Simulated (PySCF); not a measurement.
**Deuteron quadrupole couplings in `[SiH3]c1cpco1`**

Species: C3H5OPSi.
Z-matrix (Å and degrees, GFN2-xTB geometry), rows numbered from 1:
```
Si
C   1  1.8805
C   2  1.3641  1  130.59
P   3  1.7627  2  111.84  1  -179.97
C   4  1.7098  3   86.79  2    -0.00
O   5  1.3352  4  115.91  3    -0.01
H   1  1.4613  2  107.07  3    -0.21
H   1  1.4630  2  108.50  3  -120.40
H   1  1.4631  2  108.48  3   119.97
H   3  1.0741  2  123.44  1     0.05
H   5  1.0767  4  128.67  3   179.99
```

Level: PBE0/pcSseg-1 (PySCF, non-relativistic); Q(2H) = 0.00286 b; rigid geometry, the same for H and D, with no vibrational averaging.

Task: Rank these positions by the coupling χzz of a deuteron there, largest first.
A. H10 (aromatic hydrogen)
B. H9 (Si–H hydrogen)
C. H11 (aromatic hydrogen)

Result: A (232 kHz), C (223 kHz), B (109 kHz).

Task: Tabulate Vzz, the asymmetry η and χzz = 234.96 MHz × Q × Vzz for every hydrogen position.

Result: 
```json
{"atom": "H7", "bonded to": "Si1", "bond length (Å)": "1.461", "Vzz (au)": "0.1630", "η": "0.03", "χzz (kHz)": "110"}
{"atom": "H8", "bonded to": "Si1", "bond length (Å)": "1.463", "Vzz (au)": "0.1618", "η": "0.01", "χzz (kHz)": "109"}
{"atom": "H9", "bonded to": "Si1", "bond length (Å)": "1.463", "Vzz (au)": "0.1618", "η": "0.01", "χzz (kHz)": "109"}
{"atom": "H10", "bonded to": "C3", "bond length (Å)": "1.074", "Vzz (au)": "0.3446", "η": "0.06", "χzz (kHz)": "232"}
{"atom": "H11", "bonded to": "C5", "bond length (Å)": "1.077", "Vzz (au)": "0.3326", "η": "0.10", "χzz (kHz)": "223"}
```

Task: Average by the element that carries the hydrogen.

Result: on Si: 109 kHz over 3 positions, mean bond length 1.462 Å; on C: 228 kHz over 2 positions, mean bond length 1.075 Å.

Task: Give the 2H NMR doublet splittings at H9 for a magnetic field along the z, y and x axes of the gradient: 3χ/2, 3χ(1 + η)/4, 3χ(1 − η)/4.

Result: With |χ| = 108.7 kHz and η = 0.011: 163, 82 and 81 kHz, to first order and without motion.

Geometry: GFN2-xTB; no solvent, vibrations or thermal averaging. GFN2-xTB bond lengths can be off by several hundredths of an ångström, more for odd bonds, and the gradients follow them. With a basis this small, the couplings can be 20 % off.

The run behind these numbers computed NMR shieldings as well. Time: 24 s. Hardware: Arm Neoverse N1, one thread, shared host.
